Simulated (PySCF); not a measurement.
# Dipole response of Ca⁸⁺ (calcium, charge +8)

[Ne] 3s2, closed-shell 1S. All numbers are calculated (PySCF 2.14, the spin-free X2C one-electron Hamiltonian (Gaussian nucleus), in an even-tempered Gaussian basis (19 s from 0.4 bohr⁻², ratio 2.5; 12 p from 0.52 bohr⁻², ratio 2.5; 5 d from 2.4 bohr⁻², ratio 2.7; 4 f from 3.5 bohr⁻², ratio 2.7)). Coupled (time-dependent) response in atomic units; α is the mean over directions.

```csv
method,mean α (bohr³),C₆ (like pair),S(−4)
UHF,1.190,1.100,1.226
PBE0,1.144,1.032,1.154
```

S(−4) is the Cauchy moment in α(ω) = α(0) + S(−4) ω² + …

α(iu) at PBE0:

```tsv
u (hartree)	α(iu) (bohr³)
0	1.144
0.100	1.133
0.200	1.100
0.400	0.9862
0.600	0.8429
0.800	0.7028
1.00	0.5817
1.50	0.3720
2.00	0.2553
3.00	0.1455
5.00	0.07328
```

A single London oscillator, α(iu) = α/(1 + u²/ω²), gives C₆ = (3/4) ω α². Matching the computed C₆ needs ω = 4 × 1.032 / (3 × 1.144²) = 1.05 hartree.

For an ion, C₆ is the dispersion term alone; charge-induced terms of lower order in 1/R come first.
